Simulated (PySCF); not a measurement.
H3O2, charge +1.

```xyz
5

O      0.7711    -0.1406     0.0000
O     -0.6583     0.1220     0.0000
H      1.1189     0.7795     0.0000
H     -1.0109    -0.3155     0.8128
H     -1.0109    -0.3155    -0.8128
```
Charge +1, spin multiplicity 1.

The structure is a stationary point at B3LYP-D3(BJ)/def2-TZVP. The isomer is the one that the SMILES or the coordinates give; other isomers of the formula were not compared.

Computed with PBE/pcSseg-2 (PySCF). Non-relativistic, no solvent.

Computed absolute GIAO shielding of each atom: isotropic value and principal components (ppm):
```tsv
atom	σ(iso)	σ11	σ22	σ33	span
O1	-134.0	-589.0	-146.8	333.9	922.9
O2	203.6	129.4	181.9	299.6	170.1
H3	17.9	8.8	18.5	26.5	17.7
H4	22.2	15.2	18.9	32.6	17.4
H5	22.2	15.2	18.9	32.6	17.4
```
